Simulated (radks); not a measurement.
Values are calculated unless marked as measured or tabulated.
Ir, 77 electrons, occupied as [Xe] 4f14 5d7 6s2 (the NIST ground configuration). Code: a radial shooting solver on a logarithmic mesh with Libxc functionals. Model: scalar-relativistic Kohn-Sham, PBEsol, spin-polarised, spherical densities, finite nucleus; open shells are filled with parallel spins first (spin-orbit coupling, left out, can overturn this in heavy ions); Fermi nuclear charge, rms radius 5.4032 fm.

Unscreened Slater integrals over Kohn-Sham orbitals (eV). They are taken over the spin-up orbitals.

\begin{tabular}{lr}
integral & value \\ \hline
F0(6s,6s) & 8.6736 \\
F0(6s,5d) & 10.263 \\
G2(6s,5d) & 2.6469 \\
F0(6s,5p) & 10.909 \\
G1(6s,5p) & 0.75738 \\
F0(5d,5d) & 14.569 \\
F2(5d,5d) & 7.3927 \\
F4(5d,5d) & 4.8354 \\
F0(5d,5p) & 17.081 \\
F2(5d,5p) & 8.1651 \\
G1(5d,5p) & 9.6452 \\
G3(5d,5p) & 5.9359 \\
F0(5p,5p) & 21.570 \\
F2(5p,5p) & 11.614 \\
\end{tabular}

Derived for the open shells (J is the average intra-shell exchange parameter used in DFT+U). 5d: Racah B = F2/49 - 5 F4/441 = 0.09605 eV, C = 35 F4/441 = 0.3838 eV, C/B = 4.00, F4/F2 = 0.654, J = (F2 + F4)/14 = 0.8734 eV.
